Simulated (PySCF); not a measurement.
Species: (ClZn-mu-NH2)2 (singlet state).
Bonds: Zn1–Cl2, Zn1–N3, Zn1–N6, N3–Zn4, Zn4–Cl5, Zn4–N6. Hydrogens: H7, H8 on N3; H9, H10 on N6.

Method: PBE0-D3(BJ)/def2-SVP geometry optimisation, gas phase (PySCF); density fitting, grid level 1; the optimiser is geomeTRIC in internal coordinates, started from a GFN2-xTB structure with every atom displaced at random (about 0.03 Å).

Step 0: E = -124886.2629 eV
```
atom  x, y, z in Å  |  force x, y, z in eV/Å
Zn1     1.3537    0.4653    0.1538   -2.031  -0.329  -0.127
Cl2     3.1832    1.3338    0.3425    1.673   0.719   0.218
N3     -0.4186    0.5109    1.2702    1.888  -1.211   0.426
Zn4    -1.1952   -0.5284   -0.1556   -2.057  -0.552  -0.085
Cl5    -3.2200   -1.3381   -0.3926    0.480   0.139   0.063
N6      0.3491   -0.5086   -1.3014    1.278  -2.021   2.953
H7     -0.7324    1.4168    1.5169   -0.572   1.357   0.230
H8     -0.2141    0.0642    2.1751   -0.306   0.069  -0.280
H9      0.2646   -0.0525   -2.1390   -0.158   1.410  -3.070
H10     0.7544   -1.4403   -1.4656   -0.194   0.418  -0.327
```

Q: Estimate the geometry and energy of step 1. (The exact step hangs on the optimiser's Hessian estimate; all steps are aligned on step 0, rigid shifts and turns removed.)

A: E = -124886.5907 eV, largest force 1.018 eV/Å
```
atom  x, y, z in Å  |  force x, y, z in eV/Å
Zn1     1.3314    0.4762    0.1583   -0.912  -0.010  -0.116
Cl2     3.2153    1.3686    0.3648    0.636   0.247   0.089
N3     -0.3928    0.5088    1.2863    0.887   0.028   0.068
Zn4    -1.2488   -0.5357   -0.1496   -0.995  -0.204  -0.077
Cl5    -3.2435   -1.3450   -0.3974    0.245   0.069   0.053
N6      0.3533   -0.5305   -1.2992    0.401   0.038   0.330
H7     -0.7180    1.4426    1.5393   -0.086  -0.035  -0.085
H8     -0.2118    0.0523    2.1821   -0.204  -0.029   0.029
H9      0.2850   -0.0634   -2.2028    0.043  -0.075  -0.057
H10     0.7546   -1.4506   -1.4775   -0.016  -0.028  -0.235
```

The energy changes by -0.3277 eV. The first-order estimate −F·Δx gives -0.5453 eV and the mean of the old and new forces, exact on a quadratic surface, -0.3369 eV. The step makes an angle of 49° with the force vector and moves no atom by more than 0.068 Å.

What follows is the cost of the whole optimisation. Hardware: one thread of an Intel Xeon Platinum 8259CL at 2.50 GHz, no GPU (shared host). Cost: 6.0 min of wall time, 0.65 GiB resident at most.
